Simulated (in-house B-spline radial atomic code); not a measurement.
Whole-atom quantities along the 54-electron series, configuration [Kr] 4d10 4f8. Breit and QED terms are first order and not part of the total energy; the density at the nucleus is averaged over the nuclear charge. Computed with an all-electron radial atomic-structure program (B-spline basis): Dirac-Hartree-Fock, average of the configuration, finite nuclei.

```
  ion   Z  E/Z² (Eh)  Σ<r²> (bohr²)  n(0)/Z³ (bohr⁻³)  Lamb diamagnetic shielding (ppm)  repulsion over attraction  Breit energy (eV)  self-energy (eV)  vacuum polarisation (eV)  Dirac less non-relativistic energy (Eh)
Tm15+  69    -2.8355         10.102            2.6795                           8436.55                    0.13253             359.16            291.93                   -48.998                                  -633.19
Yb16+  70     -2.853         9.5073            2.7687                           8611.82                    0.13101             377.43            308.17                   -52.456                                  -675.34
Lu17+  71    -2.8705           8.97            2.8661                           8788.69                    0.12949             396.37            325.14                   -56.133                                  -719.74
Hf18+  72    -2.8877          8.482            2.9829                           8967.28                    0.12798                416            342.88                   -60.054                                  -766.53
Ta19+  73    -2.9049         8.0367            3.1011                           9147.57                    0.12648             436.33            361.42                   -64.215                                  -815.74
 W20+  74     -2.922         7.6285            3.2234                           9329.65                    0.12498             457.38            380.78                   -68.632                                  -867.49
Re21+  75    -2.9389         7.2529            3.3546                           9513.62                     0.1235             479.17            401.01                   -73.328                                  -921.89
Os22+  76    -2.9558         6.9062            3.4838                            9699.5                    0.12203             501.71            422.14                   -78.304                                  -979.01
Ir23+  77    -2.9726         6.5852            3.6327                           9887.49                    0.12057             525.03             444.2                   -83.606                                 -1039.05
Pt24+  78    -2.9892         6.2871            3.7811                           10077.6                    0.11912             549.14            467.23                   -89.227                                 -1102.05
Au25+  79    -3.0059         6.0097            3.9415                           10269.9                    0.11769             574.07            491.29                   -95.203                                 -1168.17
Hg26+  80    -3.0224         5.7509            4.1053                           10464.5                    0.11627             599.83            516.41                   -101.54                                 -1237.52
Tl27+  81     -3.039          5.509            4.2835                           10661.5                    0.11486             626.45            542.64                   -108.29                                 -1310.27
Pb28+  82    -3.0554         5.2824            4.4667                             10861                    0.11347             653.94            570.03                   -115.45                                  -1386.5
Bi29+  83    -3.0719         5.0698            4.6621                           11063.2                    0.11209             682.34            598.62                   -123.05                                 -1466.41
```

With what power of Z does the column «Breit energy (eV)» change over this range?

A fit of the logarithm of its size against log Z from Z = 69 to 83 has slope 3.47.
